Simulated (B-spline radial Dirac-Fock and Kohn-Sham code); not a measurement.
**Mg⁺ 2p1/2: cross section and angular parameters**

System: magnesium as Mg⁺, [Ne] 3s1; threshold 65.33 eV (orbital energy of the model). These are calculated numbers from a radial atomic solver; the model is Dirac-Hartree-Slater photoionisation with a Latter tail; cross sections with all multipoles, angular parameters from the dipole term and its interference with E2.

The run's input, task.json:

```json
{"items": [{
  "Z": 12,
  "q": 1,
  "cfg": [[1, 0, 2], [2, 0, 2], [2, 1, 6], [3, 0, 1]],
  "A": 24,
  "rrms": 3.057,
  "do": "xps",
  "hv": [50.6, 60, 66.7, 118.0, 150, 160.0, 171.0, 200, 206.0, 231.0, 257.0, 351.0, 386.0, 484.0, 600, 822.0, 1000, 1380.0, 1486.9, 1800.0, 2000.0, 2620.0, 2650.0, 3020.0, 3090.0, 5414.7, 6010.0, 7260.0, 10200.0, 15000]
}]}
```

Launch: `python xray2_run.py task.json out`

For linearly polarised light dσ/dΩ = σ/(4π) [1 + β P₂(cos θ) + (δ + γ cos²θ) sin θ cos φ], with θ from the polarisation vector and φ the angle between the beam and the projection of the electron momentum on the plane normal to the polarisation.

| hν (eV) | σ (kb) | β | γ | δ |
| --- | --- | --- | --- | --- |
| 118 | 1590 | 1.315 | 0.023 | 0.010 |
| 150 | 994 | 1.432 | 0.054 | 0.011 |
| 160 | 866 | 1.451 | 0.064 | 0.012 |
| 171 | 748 | 1.466 | 0.074 | 0.012 |
| 200 | 524 | 1.487 | 0.102 | 0.013 |
| 206 | 489 | 1.489 | 0.107 | 0.013 |
| 231 | ? | ? | ? | ? |
| 257 | 286 | 1.487 | 0.148 | 0.015 |
| 351 | 126 | 1.442 | 0.213 | 0.018 |
| 386 | 96.9 | 1.421 | 0.235 | 0.020 |
| 484 | 51.3 | 1.358 | 0.288 | 0.024 |
| 600 | 27.4 | 1.284 | 0.341 | 0.029 |
| 822 | 10.5 | 1.155 | 0.420 | 0.040 |
| 1000 | 5.64 | 1.066 | 0.467 | 0.049 |
| 1380 | 1.97 | 0.913 | 0.541 | 0.068 |
| 1486.9 | 1.54 | 0.877 | 0.557 | 0.073 |
| 1800 | 0.804 | 0.787 | 0.597 | 0.089 |
| 2000 | 0.560 | 0.738 | 0.617 | 0.098 |
| 2620 | 0.218 | 0.621 | 0.668 | 0.125 |
| 2650 | 0.210 | 0.616 | 0.671 | 0.126 |
| 3020 | 0.132 | 0.564 | 0.696 | 0.141 |
| 3090 | 0.121 | 0.555 | 0.701 | 0.144 |
| 5414.7 | 0.0156 | 0.368 | 0.827 | 0.223 |
| 6010 | 0.0105 | 0.339 | 0.854 | 0.240 |
| 7260 | 0.00513 | 0.290 | 0.905 | 0.274 |
| 10200 | 0.00138 | 0.211 | 1.006 | 0.343 |
| 15000 | 0.000302 | 0.134 | 1.122 | 0.435 |

Q: Give the values at 231 eV.

A: σ = 372 kb, β = 1.491, γ = 0.128, δ = 0.014.
